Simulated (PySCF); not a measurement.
Species: ethaneselenal, C2H4Se.
SMILES: `CC=[Se]`

Computed with PBE0-D3(BJ)/def2-SVP geometry optimisation, gas phase in PySCF.

Take the most abundant isotopes and a rigid rotor. 

**Question.** Give the principal moments of inertia and the rotational constants in GHz.

**Answer.** Ia = 10.79, Ib = 128.77, Ic = 136.43 u·Å²; 505379 MHz·u·Å²/I gives 46857, 3925 and 3704 MHz, that is A = 46.857, B = 3.9247, C = 3.7044 GHz.

**Question.** What kind of rotor is it?

**Answer.** A near-prolate asymmetric top. Ray's parameter κ = (2B − A − C)/(A − C) = -0.990; −1 is the prolate and +1 the oblate limit.

**Question.** What does the inertial defect say?

**Answer.** Not planar: Δ = Ic − Ia − Ib = -3.13 u·Å². For a rigid frame Δ = −2 Σ m c², so Σ m c² = 1.56 u·Å² lies off the ab plane, practically all of it from hydrogen. The atom farthest from that plane is 0.89 Å away.

**Question.** Give the other two planar moments, Paa and Pbb, and the rms extents of the mass along the axes.

**Answer.** Paa = Σ m a² = (Ib + Ic − Ia)/2 = 127.20 and Pbb = Σ m b² = (Ia + Ic − Ib)/2 = 9.22 u·Å². With the mass M = 107.95 u, the rms extents √(P/M) along a, b and c are 1.09, 0.29, 0.12 Å.

**Question.** Give the coordinates in the principal-axis frame, origin at the centre of mass.

**Answer.** The sense of each axis is arbitrary; atoms in the order of the calculation.
```csv
atom,mass (u),a (Å),b (Å),c (Å)
C1,12.000,-2.270,-0.286,0.000
C2,12.000,-1.041,0.544,0.000
Se3,79.917,0.611,-0.041,0.000
H4,1.008,-2.902,-0.024,0.868
H5,1.008,-2.044,-1.360,0.021
H6,1.008,-2.877,-0.055,-0.894
H7,1.008,-1.210,1.632,-0.002
```

**Question.** Which lines would a microwave search look for?

**Answer.** The dipole components are |μa| = 2.27 D, |μb| = 0.42 D, |μc| = 0.00 D; the mirror of this Cs structure is the ab plane, so μc vanishes by symmetry (the 0.01 D computed is a residue) and there are no c-type lines. Intensities carry the squares of the components, which stand as 1.00 : 0.03 (a : b). Some lines, for components of 0.1 D or more:

```
type  branch         J(Ka,Kc)     MHz  lower level (cm⁻¹)
   a       Q  2(1,1) ← 2(1,2)     661               2.188
   a       R  1(0,1) ← 0(0,0)    7629               0.000
   a       R  2(1,1) ← 1(1,0)   15479               1.694
   a       R  3(1,3) ← 2(1,2)   22556               2.188
   a       R  3(2,2) ← 2(2,1)   22887               6.506
   a       R  3(1,2) ← 2(1,1)   23217               2.210
   b       Q  1(1,0) ← 1(0,1)   43152               0.254
   b       R  2(1,2) ← 1(0,1)   57970               0.254
   b       Q  2(2,0) ← 2(1,1)  128796               2.210
   b       Q  2(2,1) ← 2(1,2)  129456               2.188
   b       R  2(2,1) ← 1(1,0)  144274               1.694
   b       R  2(2,0) ← 1(1,1)  144495               1.687
   b       Q  3(3,0) ← 3(2,1)  215206               7.270
   b       Q  3(3,1) ← 3(2,2)  215210               7.270
   b       R  3(3,0) ← 2(2,1)  238098               6.506
```

**Question.** Estimate the classical rotational partition function at 25 K and 200 K.

**Answer.** Point group Cs, symmetry number σ = 1; q = (√π/σ)·√((kT/h)³/(ABC)), k/h = 20836.6 MHz/K: 807 at 25 K, 18300 at 200 K.

Whether it is a minimum is left open (no frequencies). Zero-point vibration and centrifugal distortion are left out. A rigid rotor knows nothing of internal rotation, which can split or shift real lines.
